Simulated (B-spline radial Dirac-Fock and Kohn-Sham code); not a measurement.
**K-line shifts caused by a second vacancy in Eu⁵³⁺**

System: Eu⁵³⁺ in the configuration [He] 2s2 2p6.

Input file task.json (cfg lists n, l and occupation; rrms is the nuclear radius in fm):

```json
{"items": [{
  "Z": 63,
  "q": 53,
  "cfg": [[1, 0, 2], [2, 0, 2], [2, 1, 6]],
  "A": 153,
  "rrms": 5.1115,
  "do": ["binding", "quiet", "double"]
}]}
```

Command: `python xray_run.py task.json out`

Calculated with a radial B-spline solver, using ΔSCF Dirac-Fock with Breit, self-energy and vacuum polarisation, finite nucleus, configuration average. Each two-hole energy is an average over J within one jj subconfiguration, not an observable level; in light atoms, where LS coupling holds, the j-resolved values are not observed lines, and for a K spectator the Kα1 hypersatellite is nearly forbidden. No correlation.

Lines without a spectator: Kα2 (K-L2) 41138.9 eV, Kα1 (K-L3) 41806.5 eV. Shifts in eV with one spectator hole (a dash: not computed, or left out as unreliable):

```
spectator hole     Kα2     Kα1
        K (1s)  +785.9  +828.7
    L2 (2p1/2)  +103.3  +133.4
    L3 (2p3/2)   +90.6   +95.2
```
